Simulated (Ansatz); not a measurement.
CH7ClO2Si2, SMILES `O[SiH](O)C[SiH2]Cl`. Total charge 0; spin multiplicity 1. The geometry is a stationary point of PBE0-D4/def2-TZVP. It is one conformer, not always the lowest.

```xyz
13

O     1.998    0.454    0.553
Si    0.946    0.294   -0.694
O     1.232    1.516   -1.743
C    -0.824    0.464   -0.144
Si   -1.501   -0.953    0.838
Cl   -0.197   -1.419    2.386
H     1.869   -0.128    1.307
H     1.141   -1.025   -1.357
H     2.136    1.655   -2.029
H    -1.453    0.568   -1.038
H    -0.920    1.390    0.433
H    -2.801   -0.641    1.477
H    -1.626   -2.177    0.012
```

(1) What is the dipole moment at PBE/def2-TZVPP? (An estimate is asked.)

(2) And with r2SCAN, B3LYP, ωB97M-V? (Estimate.)

(3) Give the Mulliken charges with PBE, B3LYP, ωB97M-V in def2-TZVPP. (An estimate is asked.)

## Answers

(1) The calculation gave: 0.87 D, with components (-0.54, 0.07, -0.67) D in this frame, pointing from negative to positive charge.

(2) Ansatz gave: r2SCAN 0.91 D, B3LYP 0.94 D, ωB97M-V 0.92 D.

(3) Ansatz gave: 
```
atom    PBE  B3LYP  ωB97M-V
  O1  -0.35  -0.39    -0.39
 Si2   0.54   0.65     0.61
  O3  -0.36  -0.41    -0.39
  C4  -0.29  -0.33    -0.44
 Si5   0.35   0.43     0.34
 Cl6  -0.25  -0.28    -0.25
  H7   0.18   0.18     0.18
  H8  -0.13  -0.13    -0.08
  H9   0.19   0.18     0.17
 H10   0.11   0.10     0.13
 H11   0.11   0.11     0.14
 H12  -0.05  -0.06    -0.02
 H13  -0.05  -0.06    -0.02
```

B3LYP here is the variant with VWN-RPA as its local correlation; programs differ in this.
